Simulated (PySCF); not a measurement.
C₂H₅ClSi₂.
Atom-mapped SMILES: `[SiH3:1][C:2]#[C:3][SiH2:4][Cl:5]`

Lines to be assigned: C 1s: 290.24 (area 1), 290.34 (area 1) eV; Si 1s: 1847.26 (area 1), 1848.08 (area 1) eV; Si 2p3/2: 107.44 (area 1), 108.12 (area 1) eV; Cl 1s: 2828.58 eV; Cl 2p3/2: 205.97 eV.

Method used: delta-SCF UKS SCAN, pcX-2 on the ionised atom, pcseg-1 elsewhere, spin-free X2C in PySCF 2.14.0. Isolated species at its PBE0-D3(BJ)/def2-SVP geometry, gas phase.

Which silicon gives which Si 1s line?

1847.26 eV: Si1 (SiH3 silicon); 1848.08 eV: Si4 (chlorine-bound silicon). Lowest listed Si 1s: Si1, bonded to C and 3 H. Highest, 0.82 eV above it: Si4, bonded to Cl, C and 2 H.

Order the silicon atoms by Si 2p3/2 binding energy.

107.44 eV: Si1 (SiH3 silicon); 108.12 eV: Si4 (chlorine-bound silicon). Lowest listed Si 2p3/2: Si1, bonded to C and 3 H. Highest, 0.68 eV above it: Si4, bonded to Cl, C and 2 H. Summing the Pauling electronegativity differences to the bonded atoms, each weighted by its formal bond order, gives +1.55 for the lowest site and +2.51 for the highest.

Bonded neighbours of each site: Si1: C and 3 H; C2: C (triple bond) and Si; C3: C (triple bond) and Si; Si4: Cl, C and 2 H; Cl5: Si.

Which effective nuclear charge Zeff reproduces each element's mean 1s value in the hydrogen-like formula E = 13.606 eV × Zeff²?

C (Z = 6): mean 290.3 eV, Zeff = 4.62, Z − Zeff = 1.38; Si (Z = 14): mean 1847.7 eV, Zeff = 11.65, Z − Zeff = 2.35; Cl (Z = 17): mean 2828.6 eV, Zeff = 14.42, Z − Zeff = 2.58. Means run over the listed sites, weighted by atom count.

Spin contamination (⟨S²⟩ against 0.75 for a pure doublet) is marked for C 1s of C2 (0.86) and C 1s of C3 (0.85), which makes these values less certain. For 2p shells one spin-free hole was relaxed; a mean-field spin–orbit operator and the ground-state splitting of the three 2p orbitals were then diagonalised within the shell. The shell's mean is (2 × 2p3/2 + 2p1/2)/3, and the degeneracies 2j + 1 give areas of 2:1. 2p1/2 minus 2p3/2 (ligand field included): Si 0.62 eV, Cl 1.65 eV.
